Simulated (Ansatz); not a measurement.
# From SiH4 to Si(CH3)4: predicting a member

On one Si centre, n of the H ligands are replaced by CH3. The HOMO–LUMO gap y in eV at wB97M-V/def2-TZVPP. Shapes, held fixed at every level: PBE0-D4/def2-TZVP. Programs: Ansatz 0.2.0.

| molecule | n | y (eV) |
| --- | --- | --- |
| SiH4 | 0 | 14.86 |
| SiH3(CH3) | 1 | 13.64 |
| SiH2(CH3)2 | 2 | 13.57 |
| SiH(CH3)3 | 3 | ? |
| Si(CH3)4 | 4 | 12.79 |

Question: Fit y = c + s·n to the known rows and predict SiH(CH3)3.

Answer: 
1. Means of the 4 rows: n = 1.75000, y = 13.715.
2. Σ(Δn)² = 8.75, Σ(Δn·Δy) = -4.065, so the slope is -4.065/8.75 = -0.46457.
3. Intercept: 13.715 − (-0.46457) × 1.75000 = 14.528. The largest residual of the fit is 0.42.
4. SiH(CH3)3: 14.528 + (-0.46457) × 3 = 13.13 eV.

The run gave 13.27 eV, so the prediction is off by -0.14 eV, within the scatter of the fit. The steps per swap are uneven (-1.22, -0.07, -0.30, -0.48), so a line is a poor model. Other levels give for SiH(CH3)3: PBE-D4/def2-TZVPP 7.56; B3LYP-D4/def2-TZVPP 9.10; BHLYP-D4/def2-TZVPP 11.44 eV. Orbital gaps aren't excitation energies, and the LUMO depends on the basis. The series runs otherwise at r2SCAN-D4/def2-TZVPP, r2SCAN0-D4/def2-TZVPP.
